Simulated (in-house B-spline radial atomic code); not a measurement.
## RPA and G0W0 on CAM-B3LYP: Pb⁻

Configuration [Xe] 4f14 5d10 6s2 6p3, highest spin, mean-field start CAM-B3LYP. Computed with an all-electron radial atomic-structure program (B-spline basis): all electrons, scalar-relativistic (spin-free one-electron X2C), finite nucleus, each spin shell either full or empty, empty states to l = 9 with an (l + 1/2)⁻⁴ tail; G0W0 by contour deformation at full frequency.

The anion's configuration is assumed.

Without the two-electron picture change, the correlation of inner shells comes somewhat too large for so heavy an element.

Spin-orbit coupling, left out, splits p levels strongly here.

Command:
```bash
python run_gw.py task.json out
```
Settings (radii: box in bohr, nucleus in fm):
```
Z                        82
electrons                83
configuration            [Xe] 4f14 5d10 6s2 6p3
hamiltonian              x2c
method                   camb3lyp
lmax                     9
rms_radius               5.5012
spin_polarised           True
box_radius               60
intervals                73
```

Run time, properties included: 14 s on 1 thread of Arm Neoverse V2, on a shared host.

Energies (hartree):

| term | value |
| --- | --- |
| mean-field total | -20887.36741 |
| Hartree-Fock functional on these orbitals | -20880.13256 |
| direct second order | -8.2043 |
| second-order exchange | 2.0333 |
| SOSEX correction | 1.9146 |

(1) What is the RPA correlation energy, and what remains with SOSEX?

Quasi-particle levels (eV):

| level | occupied | mean field | Σx - vxc | Σc | QP weight | G0W0 |
| --- | --- | --- | --- | --- | --- | --- |
| 6p up | yes | -0.507 | -0.86 | ? | ? | ? |

G0W0 = mean field + (Σx - vxc) + Σc, with Σc (partial-wave tail included) taken at the quasi-particle energy. Only the outer levels were computed. Levels of low weight are left out.

(2) Where does G0W0 put 6p up?

Results:

(1) RPA gives -7.2052 hartree (-2.36 eV per electron); RPA + SOSEX gives -5.2906, and the second-order doubles -6.171 hartree (no singles). RPA lacks exchange-type terms and so overcorrelates at short range.

(2) At -1.428 eV, with Σc = -0.06 eV and a quasi-particle weight of 0.816. The tabulated removal energy is 0.357 eV (electron affinity of the neutral atom); the calculation leaves out spin-orbit coupling, Breit and QED terms, and what these don't explain is the method's own error.
